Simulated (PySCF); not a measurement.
## Working out the ionisation energy of Zr

Zr [Kr] 4d2 5s2 (3F) → Zr⁺ [Kr] 4d2 5s1 (4F). All numbers are calculated (PySCF 2.14, a scalar-relativistic core potential, in def2-QZVPPD with the def2 core potential (28 electrons)). Frozen: nothing. Energies in hartree (1 hartree = 27.21139 eV):

```tsv
part	Zr (lower)	Zr⁺ (upper)
UHF	-46.445699	-46.255045
CCSD correlation	-0.324619	-0.279688
(T)	-0.013222	-0.007520
```

Q: What does Hartree-Fock give?

A: (-46.255045) − (-46.445699) = 0.190654 hartree = 5.188 eV.

Q: What do CCSD and CCSD(T) give?

A: The CCSD correlation energies differ by 0.044931 hartree = 1.223 eV and the triples by 0.005702 hartree = 0.155 eV, so CCSD gives 6.411 eV and CCSD(T) 6.566 eV.

Measured between the centres of the two terms (NIST): 6.639 eV, so CCSD(T) (valence and next inner shell) is off by -0.073 eV.

What remains against the reference includes basis incompleteness and higher excitations.
